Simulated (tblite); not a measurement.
C6H7N2S (doublet state).
SMILES with atom numbers: `[CH3:1][C@@H:2]1[CH:3][C@@H:4]1[c:5]1[cH:6][n:7][s:8][n:9]1` (hydrogens: H10, H11, H12 on C1; H13 on C2; H14 on C3; H15 on C4; H16 on C6)

Cartesian coordinates in Å at the GFN2-xTB level; atoms count from 1:
```
atom  x, y, z in Å
C1    -1.3875    0.9302   -0.8286
C2    -1.4037   -0.4663   -0.2499
C3    -1.1192   -0.7445    1.1510
C4    -0.0917   -1.1476    0.1834
C5     1.1738   -0.4120    0.0788
C6     1.5363    0.7563    0.7973
N7     2.7328    1.1956    0.4988
S8     3.3905    0.2119   -0.6148
N9     2.1340   -0.8060   -0.7346
H10   -2.3693    1.3851   -0.7119
H11   -1.1466    0.8944   -1.8896
H12   -0.6552    1.5562   -0.3267
H13   -2.1375   -1.1012   -0.7483
H14   -1.6395   -1.2972    1.9031
H15    0.0357   -2.2019   -0.0579
H16    0.9395    1.2558    1.5385
```

Computed with GFN2-xTB (tblite): harmonic, unscaled wavenumbers at the GFN2-xTB geometry, gas phase. Against measured fundamentals such values can be off by several per cent, at times by over 20. One conformer, not necessarily the lowest. Open shells enter through the occupations alone, without spin polarisation, and single modes of such species can be off by tens of per cent.

Harmonic wavenumbers (cm⁻¹): 56.8, 108.4, 134.1, 171.1, 245.9, 335.1, 390.0, 431.0, 493.1, 569.8, 656.0, 679.8, 711.7, 781.8, 801.5, 836.0, 860.4, 884.3, 953.3, 982.2, 1010.2, 1012.8, 1077.5, 1102.2, 1129.3, 1143.0, 1216.7, 1264.6, 1336.3, 1392.1, 1403.6, 1441.3, 1486.6, 1490.7, 1501.1, 2934.6, 2963.1, 3020.9, 3027.8, 3054.6, 3133.5, 3156.0.

A = 3495, B = 899.5, C = 870.9 MHz; mass 139.033 u (most abundant isotopes); point group C1, symmetry number 1; spin multiplicity 2.

Problem. Zero-point energy?

Solution. Half the sum of the wavenumbers: 25690 cm⁻¹ = 307.32 kJ/mol.

Problem. What is S at 273.15 K and 1 bar for an ideal gas of classical rigid rotors and harmonic oscillators?

Solution. Translation 168.58, rotation 120.88, vibration 82.79, spin (R ln 2) 5.76: S = 378.0 J/(mol K).

Problem. And Cp and H(273.15 K) − H(0)?

Solution. Cp = 130.18 J/(mol K), of which vibrations give 96.92 (their classical limit is 42 R = 349.2); H(273.15 K) − H(0) = 21.58 kJ/mol without the zero-point energy, 12.49 from vibrations.

Problem. Which modes carry the vibrational entropy at 273.15 K?

Solution. 56.8 cm⁻¹: 18.38; 108.4 cm⁻¹: 13.09; 134.1 cm⁻¹: 11.38; 171.1 cm⁻¹: 9.45; 245.9 cm⁻¹: 6.72; 335.1 cm⁻¹: 4.59 J/(mol K); the other 36 give 19.18 together.

Problem. How do the functions run with temperature in this model?

Solution. 
```json
{"T (K)": "100", "S (J/(mol K))": "286.1", "Cp (J/(mol K))": "66.3", "H − H(0) (kJ/mol)": "4.83", "G − H(0) (kJ/mol)": "-23.78", "ln q(vib)": "1.11"}
{"T (K)": "200", "S (J/(mol K))": "342.3", "Cp (J/(mol K))": "100.9", "H − H(0) (kJ/mol)": "13.14", "G − H(0) (kJ/mol)": "-55.32", "ln q(vib)": "3.01"}
{"T (K)": "300", "S (J/(mol K))": "390.7", "Cp (J/(mol K))": "141.1", "H − H(0) (kJ/mol)": "25.22", "G − H(0) (kJ/mol)": "-92.00", "ln q(vib)": "5.00"}
{"T (K)": "500", "S (J/(mol K))": "480.3", "Cp (J/(mol K))": "211.2", "H − H(0) (kJ/mol)": "60.88", "G − H(0) (kJ/mol)": "-179.26", "ln q(vib)": "9.19"}
{"T (K)": "800", "S (J/(mol K))": "594.5", "Cp (J/(mol K))": "273.2", "H − H(0) (kJ/mol)": "134.54", "G − H(0) (kJ/mol)": "-341.10", "ln q(vib)": "15.47"}
{"T (K)": "1000", "S (J/(mol K))": "658.4", "Cp (J/(mol K))": "298.4", "H − H(0) (kJ/mol)": "191.85", "G − H(0) (kJ/mol)": "-466.53", "ln q(vib)": "19.41"}
```

q(vib) and H(0) count from the zero-point level.

Problem. Blend soft modes into free rotors: weight 1/[1 + (100 cm⁻¹/ν̃)⁴] for the oscillator and the rest for a rotor with moment μB/(μ + B), μ = h/(8π²ν), B = 10⁻⁴⁴ kg m². What vibrational entropy results?

Solution. 77.81 J/(mol K) in place of 82.79, which changes −T·S at 273.15 K by +1.36 kJ/mol.

Hindered rotation and anharmonicity are outside this model. Other conformers, if any are populated, would add a mixing term that is left out. The structure is chiral; the term R ln 2 for an equal mix with its mirror image is left out.
